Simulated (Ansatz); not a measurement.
A structure relaxed at PBE0-D4/def2-TZVP in Ansatz, charge 0, singlet:

Cartesian coordinates in Å:
```
Ti -1.146 -0.220 -0.583
S 0.942 0.512 -0.588
S 0.203 -0.292 1.170
```

(1) Give its formula and point group.

(2) Summarise the bond lengths by kind (pairs closer than 1.2 times the sum of covalent radii, bridged metal pairs left out).

Results:

(1) TiS2. Point group C2v (tolerance 0.1 Å).

(2) 2 × S–Ti 2.21 Å; 1 × S–S 2.07 Å. The metal has 2 neighbours: S 2.21 Å, S 2.21 Å.

The restricted singlet is unstable towards broken spin symmetry in Hartree–Fock (as tested in another run); at PBE0-D4/def2-TZVP this wasn't settled. The relaxation made no stability test and no search for a lower SCF solution. No other spin state of charge 0 was run. Another isomer (singlet) lies 1.82 eV lower at PBE0-D4/def2-TZVP; other spin states weren't run for this one.
